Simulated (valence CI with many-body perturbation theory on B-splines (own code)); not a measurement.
Level structure of K⁴⁺

Method: valence CI with perturbative core correlation (CI+MBPT): five valence electrons over a frozen Dirac-Fock core [Ne], radial functions for each j: 9 s, 9 p, 8 d, 6 f, 3 g, 1 h, with the one-electron correlation potential Σ1 (screened to all orders), the two-electron term Σ2, the three-electron term Σ3, Breit, model QED; selected single and double excitations, second order for the rest, scaled by the run's own slope (own B-spline code, finite nucleus).

Against 25 measured levels this calculation errs by 352 cm⁻¹ on average and by 1172 at most. These come from a selection out of Sansonetti, J. Phys. Chem. Ref. Data 37, 7 (2008). Levels without a partner in it may be off by more. Among the levels kept, up to 980 cm⁻¹ of a level comes from second order outside the variational space, and about a tenth of that is noise between levels of different J, which matters for small intervals. 5 measured levels below the end of the list, from 206720 cm⁻¹ on, found no clear computed partner, and computed levels of the same name lie up to 6860 cm⁻¹ from them.

Levels 1 to 45 of 46, with energies above the lowest level, 3s2.3p3 4S°_3/2. "Leading %" is the weight of the configuration and term that name the level; weights of strongly mixed levels are sums over their largest components and can fall short. In the jj column 3d3/2^4 stands for four electrons in 3d with j = 3/2. Lifetimes count E1, E2, E3, M1 and M2 decay at the calculated energies, and are blank where another channel may lead or the interval is too uncertain; long ones can be off by a factor of two.

```
No.  Configuration  Term    J  E (cm⁻¹)  Leading %  Lifetime       g                     Leading jj
  1        3s2.3p3   4S°  3/2         0         95             2.001      3s^2 3p1/2 3p3/2^2 (53 %)
  2        3s2.3p3   2D°  3/2     24210         94    11.1 s   0.807      3s^2 3p1/2 3p3/2^2 (42 %)
  3        3s2.3p3   2D°  5/2     24445         95     197 s   1.200      3s^2 3p1/2 3p3/2^2 (95 %)
  4        3s2.3p3   2P°  1/2     40038         94    276 ms   0.665      3s^2 3p1/2 3p3/2^2 (94 %)
  5        3s2.3p3   2P°  3/2     40359         92    117 ms   1.327            3s^2 3p3/2^3 (58 %)
  6         3s.3p4    4P  5/2    136550         86   2.69 ns   1.601      3s 3p1/2^2 3p3/2^2 (60 %)
  7         3s.3p4    4P  3/2    137950         86   2.63 ns   1.734        3s 3p1/2 3p3/2^3 (75 %)
  8         3s.3p4    4P  1/2    138720         86   2.59 ns   2.669              3s 3p3/2^4 (36 %)
  9         3s.3p4    2D  3/2    169630         73   1.35 ns   0.800        3s 3p1/2 3p3/2^3 (47 %)
 10         3s.3p4    2D  5/2    169750         73   1.40 ns   1.201        3s 3p1/2 3p3/2^3 (51 %)
 11     3s2.3p2.3d    2P  3/2    194820         58    551 ps   1.333  3s^2 3p1/2 3p3/2 3d5/2 (24 %)
 12     3s2.3p2.3d    2P  1/2    196350         57    534 ps   0.682      3s^2 3p3/2^2 3d5/2 (34 %)
 13         3s.3p4    2S  1/2    206130         75    439 ps   1.985      3s 3p1/2^2 3p3/2^2 (46 %)
 14     3s2.3p2.3d    4F  3/2    213500         95    211 ns   0.402  3s^2 3p1/2 3p3/2 3d3/2 (38 %)
 15     3s2.3p2.3d    4F  5/2    214030         95    302 ns   1.031  3s^2 3p1/2 3p3/2 3d3/2 (56 %)
 16     3s2.3p2.3d    4F  7/2    214770         95    603 ns   1.240  3s^2 3p1/2 3p3/2 3d5/2 (56 %)
 17     3s2.3p2.3d    4F  9/2    215740         95             1.333      3s^2 3p3/2^2 3d5/2 (60 %)
 18     3s2.3p2.3d    2F  5/2    220870         72    203 ns   0.979  3s^2 3p1/2 3p3/2 3d3/2 (58 %)
 19     3s2.3p2.3d    4D  7/2    221340         53   1.75 μs   1.304  3s^2 3p1/2 3p3/2 3d5/2 (65 %)
 20     3s2.3p2.3d    4D  1/2    221370         95   67.0 ns  -0.002  3s^2 3p1/2 3p3/2 3d3/2 (75 %)
 21     3s2.3p2.3d    4D  3/2    221540         94   56.5 ns   1.197  3s^2 3p1/2 3p3/2 3d3/2 (32 %)
 22     3s2.3p2.3d    4D  5/2    222140         72   68.4 ns   1.247  3s^2 3p1/2 3p3/2 3d5/2 (41 %)
 23     3s2.3p2.3d    2F  7/2    223550         54   10.3 μs   1.266      3s^2 3p3/2^2 3d5/2 (88 %)
 24     3s2.3p2.3d    2G  7/2    245560         95    104 ns   0.889  3s^2 3p1/2 3p3/2 3d3/2 (54 %)
 25     3s2.3p2.3d    2G  9/2    245760         95             1.111  3s^2 3p1/2 3p3/2 3d5/2 (60 %)
 26     3s2.3p2.3d    2P  3/2    259630         46   35.7 ps   1.340  3s^2 3p1/2 3p3/2 3d5/2 (36 %)
 27     3s2.3p2.3d    4P  5/2    260520         83   24.9 ps   1.598  3s^2 3p1/2 3p3/2 3d5/2 (44 %)
 28     3s2.3p2.3d    2P  1/2    261260         41   33.5 ps   1.018  3s^2 3p1/2 3p3/2 3d3/2 (28 %)
 29     3s2.3p2.3d    4P  3/2    261340         81   24.8 ps   1.720  3s^2 3p1/2 3p3/2 3d3/2 (26 %)
 30     3s2.3p2.3d    4P  1/2    261850         69   25.8 ps   2.316      3s^2 3p3/2^2 3d3/2 (55 %)
 31     3s2.3p2.3d    2D  3/2    265360         90    220 ps   0.808      3s^2 3p1/2^2 3d3/2 (34 %)
 32     3s2.3p2.3d    2D  5/2    267330         90    185 ps   1.203      3s^2 3p3/2^2 3d5/2 (61 %)
 33     3s2.3p2.3d    2D  5/2    281000         78   31.9 ps   1.200  3s^2 3p1/2 3p3/2 3d5/2 (45 %)
 34     3s2.3p2.3d    2D  3/2    281450         77   30.3 ps   0.801  3s^2 3p1/2 3p3/2 3d3/2 (31 %)
 35     3s2.3p2.3d    2P  1/2    290400         79   29.8 ps   0.715  3s^2 3p1/2 3p3/2 3d5/2 (56 %)
 36     3s2.3p2.3d    2P  3/2    291260         82   29.8 ps   1.332      3s^2 3p3/2^2 3d5/2 (43 %)
 37     3s2.3p2.3d    2F  5/2    293200         92   20.2 ps   0.863  3s^2 3p1/2 3p3/2 3d3/2 (26 %)
 38     3s2.3p2.3d    2F  7/2    293430         93   20.2 ps   1.143  3s^2 3p1/2 3p3/2 3d5/2 (58 %)
 39     3s2.3p2.3d    2S  1/2    293490         70   32.7 ps   1.954  3s^2 3p1/2 3p3/2 3d3/2 (26 %)
 40     3s2.3p2.3d    2D  5/2    304370         87   22.7 ps   1.195      3s^2 3p3/2^2 3d5/2 (46 %)
 41      3s.3p3.3d   6D°  1/2    304930         98    722 ns   3.338  3s 3p1/2 3p3/2^2 3d3/2 (52 %)
 42      3s.3p3.3d   6D°  3/2    304940         98    866 ns   1.868  3s 3p1/2 3p3/2^2 3d3/2 (46 %)
 43      3s.3p3.3d   6D°  5/2    304970         98             1.658  3s 3p1/2 3p3/2^2 3d3/2 (35 %)
 44     3s2.3p2.3d    2D  3/2    305000         89   22.8 ps   0.800      3s^2 3p3/2^2 3d3/2 (43 %)
 45      3s.3p3.3d   6D°  7/2    305010         98             1.588  3s 3p1/2 3p3/2^2 3d5/2 (34 %)
```

Names give the largest LS component (configuration and term), which can be under half, so a name can repeat, a term be missing and a line seem to break the LS rules; names also repeat where a configuration has a term twice.

Where two levels of one J and parity lie close, their mixing, g and order are uncertain.

The ionisation energy to 3s2.3p2 3P_0 of the next ion comes out as 81.8 eV (NIST: 82.66 ± 0.16 eV (semi-empirical), further off than twice its uncertainty). All 46 levels together are meant to be complete up to 317460 cm⁻¹.
